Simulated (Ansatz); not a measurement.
`[CH3][InH][Cl]` → H• + `[CH3][In][Cl]`• at 400 K and 1 bar (homolysis of the H–In bond).

Computed with Ansatz on PBE0-D4/def2-TZVP structures; ΔE is electronic, products minus reactants. CCSD(T)/CBS is the MP2 limit (def2-TZVPP, def2-QZVPP) plus CCSD(T) − MP2 in def2-TZVPP, frozen cores. This one scheme is used for every species, atoms too. No spin–orbit coupling; open shells (•) take unrestricted orbitals. def2 core potentials past Kr. Bonds to In are less sure, by a few kJ/mol each and by 10 to 20 or more in all where they break to atoms, as the def2 sets lack core-valence functions.

```
         species  CCSD(T)/CBS energy (Eh)  H − E (kJ/mol)  S (J/(mol·K))
`[CH3][InH][Cl]`               -690.09240           138.2          366.6
              H•                 -0.50000             8.3          120.8
`[CH3][In][Cl]`•               -689.47601           117.6          360.5
```

H − E and S are ideal-gas, rigid-rotor, harmonic terms from PBE0-D4/def2-TZVP, for one conformer and one mirror image of each species, with the whole ground term of open shells counted as degenerate. 1 Eh = 2625.50 kJ/mol, R = 8.31446 J/(mol·K).

By hand: ΔE, ΔH, ΔS and ΔG.

ΔE = (-0.50000) + (-689.47601) − (-690.09240) = 0.11639 Eh = 305.6 kJ/mol. Δ(H − E) = 8.3 + 117.6 − 138.2 = -12.3, so ΔH = 293.3 kJ/mol. ΔS = 120.8 + 360.5 − 366.6 = 114.7 J/(mol·K). ΔG = 293.3 − 400 × (114.7)/1000 = 247.4 kJ/mol.

By hand: the equilibrium constant, and the temperature at which ΔG would vanish if ΔH and ΔS stayed fixed.

log₁₀ K = −ΔG/(RT ln 10) = -32.3. ΔG = 0 at ΔH/ΔS = 2557 K, far beyond where these terms or the molecules hold.

The number of gas molecules changes by +1, which sets the sign of ΔS. A doubt of 5 kJ/mol in ΔE shifts log₁₀ K by 0.7 here. Other conformers and mirror images would add mixing entropy, several J/(mol·K) or more a flexible species. Modes under 60 cm⁻¹, often nearly free rotors, make the harmonic entropy too high. These are equilibria of isolated gas molecules and say nothing of rates. Largest T1 diagnostic: 0.016 (customary marks: 0.02 for closed shells, 0.045 for open ones).
